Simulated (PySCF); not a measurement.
# How a change of structure moves an absorption spectrum

Method used: PySCF 2.14.0, density-fitted response routines, TDDFT B3LYP/def2-SVPD, vertical, gas phase, core orbitals frozen in the response, def2 core potentials past Kr. Geometries: PBE0-D3(BJ)/def2-SVP; one conformer of each isolated species. Triplets are in the Tamm–Dancoff approximation. Atoms past krypton carry core potentials; spin–orbit coupling is left out.

Parent: In(NH3)F3, `[NH3]->[In]([F])([F])[F]`, with lowest singlet excitation energy 6.34 eV, lowest triplet energy 5.86 eV, HOMO–LUMO gap 7.53 eV, mean static polarisability 42.6 au, LUMO energy -2.40 eV. Its spectrum: 196 nm (f 0.002); 195 nm (f 0.026 summed over 2 states); 193 nm (f 0.092 summed over 2 states); 189 nm (f 0.106); 161 nm (f 0.068).

Shifts from the parent:

```csv
change,SMILES,Δ S1 (eV),Δ T1 (eV),Δ gap (eV),Δ α (au),Δ LUMO (eV)
donor: NH3 to AsH3,[F][In]([F])([F])<-[AsH3],-0.25,-0.44,-0.67,+23.2,-0.24
donor: NH3 to H2S,[F][In]([F])([F])<-[SH2],-0.41,-0.59,-0.85,+12.2,-0.51
```

Task: Predict the same shifts for this change: donor: NH3 to PH3 (`[F][In]([F])([F])<-[PH3]`).

Result: Δ lowest singlet excitation energy -0.11 eV, Δ lowest triplet energy -0.26 eV, Δ HOMO–LUMO gap -0.44 eV, Δ mean static polarisability +18.1 au, Δ LUMO energy -0.13 eV. Spectrum: 199 nm (f 0.227); 198 nm (f 0.000); 197 nm (f 0.024 summed over 2 states); 196 nm (f 0.063 summed over 2 states); 167 nm (f 0.045). S1 falls most with donor: NH3 to H2S (-0.41 eV); all changes lower it. S1 is simply the lowest singlet of each species and needn't be the same kind of state throughout.

Lowest levels of each derivative:
- `[F][In]([F])([F])<-[AsH3]`: 6.09 eV (f 0.276); 6.20 eV (f 0.000); 6.24 eV (f 0.022 summed over 2 states)
- `[F][In]([F])([F])<-[PH3]`: 6.23 eV (f 0.227); 6.26 eV (f 0.000); 6.30 eV (f 0.024 summed over 2 states)
- `[F][In]([F])([F])<-[SH2]`: 5.93 eV (f 0.169); 6.17 eV (f 0.005); 6.20 eV (f 0.037 summed over 2 states)
